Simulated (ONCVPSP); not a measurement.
**Configuration tests for silicon (ONCV)**

```
Element                 : silicon
Generator               : ONCVPSP 4.0.1
Type                    : optimised norm-conserving Vanderbilt (ONCV)
Functional              : Wu-Cohen
Relativity              : scalar-relativistic
Frozen core             : [Ne]
Valence charge          : 4
Reference configuration : 3s1 (charge +3)
Partial waves           : 3s: rc 1.65 bohr, ncon 4, nbas 8, qcut 3.5 1/bohr, 2 projectors, debl 2.1 Ha; p scattering state at 0.43 Ha: rc 1.70 bohr, ncon 5, nbas 8, qcut 4.6 1/bohr, 2 projectors, debl 1 Ha
Local potential         : polynomial inside 1.35 bohr (lpopt 5, dvloc0 0 Ha)
Core correction         : none
```

In the p channel the program set the typed energies aside and used 0.050, 1.050 Ha.

Energies are relative to the spin-unpolarised reference configuration 3s1; without spin polarisation the order of configurations can differ from experiment.

Task: Give the all-electron excitation energy and the error of the potential for: 3s2 3p2; 3s2 3p1; 3s2; 3s2 3p1.5.

Result:

| valence configuration | charge | ΔE all-electron (eV) | error AE − PS (meV) |
| --- | --- | --- | --- |
| 3s2 3p2 | 0 | -57.656 | +60 |
| 3s2 3p1 | +1 | -49.939 | +41 |
| 3s2 | +2 | -33.949 | +5.4 |
| 3s2 3p1.5 | +0.5 | -54.748 | +53 |

Levels in the configuration 3s2 3p1.5:

```
level  all-electron (eV)  pseudo (eV)
   3s            -14.701      -14.695
   3p             -7.654       -7.673
```

Note: no bound ghost flagged; GHOST(+) flagged for s at 96.7 eV.
